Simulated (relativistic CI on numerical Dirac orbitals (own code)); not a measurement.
# One change at a time: Au⁴³⁺

Base calculation: Dirac-Coulomb-Breit CI, separate exchange-only KLI orbitals for each configuration, model QED (radiative potential, 1s self-energy scaled to tabulated hydrogen-like ionisation energies), unscaled Slater integrals.

CI space (outside the closed core [Ar] 3d10): 4s²4p⁶, 4s²4p⁵4d, 4s4p⁶4d, 4s²4p⁵4f, 4s4p⁶4f, 4p⁶4d4f, 4s²4p⁵5s, 4p⁶4d², 4p⁵4d³, 4p⁵4d²4f, 4p⁵4d²5s, 4p⁶4f², 4p⁵4d4f², 4p⁵4f³, 4p⁵4f²5s. Double excitations out of closed p, d and f shells are left out; levels of such configurations are missing from the list, as are those of other unlisted configurations, and high levels can miss mixing partners.

Variants: (1) configuration mixing switched off; (2) QED terms removed. Shifts of the energy above 4s²4p⁶ ¹S0, in eV, for the lowest level and the first level of each name with at least 55 % of one term (blank where a level changes its place among those of its configuration and J or its character, or is not in the variant):

| Level | Base | Δ(1) | Δ(2) |
| --- | --- | --- | --- |
| 4s²4p⁶ ¹S0 | 0.000 | 0.000 | 0.000 |
| 4s²4p⁵4d ³P°0 | 166.226 | -0.045 | +0.313 |
| 4s²4p⁵4d ³P°1 | 171.709 | -0.044 | +0.309 |
| 4s²4p⁵4d ³F°3 | 174.665 | +0.201 | +0.313 |
| 4s²4p⁵4d ³F°4 | 198.091 | +0.340 | +0.246 |
| 4s²4p⁵4d ³D°3 | 207.052 | -0.013 | +0.245 |
| 4s²4p⁵4d ³F°2 | 303.512 | +0.341 | +0.202 |
| 4s²4p⁵4f ³D1 | 399.424 | +8.087 | +0.593 |
| 4s²4p⁵4f ³D2 | 406.371 | +5.885 | +0.529 |
| 4s²4p⁵4f ³G4 | 413.030 | -0.005 | +0.298 |
| 4s²4p⁵4f ³F3 | 415.583 | +0.989 | +0.339 |
| 4s²4p⁵4f ³G5 | 417.697 | -0.005 | +0.271 |
| 4s²4p⁵4f ¹F3 | 419.405 | +2.052 | +0.330 |
| 4s²4p⁵4f ³F4 | 425.346 | -0.005 | +0.271 |

At this charge energies of transitions that change n are usually good to better than 1 %, and those within a shell (Δn = 0) to a few per cent.

Ionisation energy from the two ground configurations alone: base 2261.21 eV. The NIST ASD value (theoretical) is 2261 eV.

LS names give the leading component of a level, which can be under half, so a name can repeat, a term be missing and a line seem to break the LS rules.
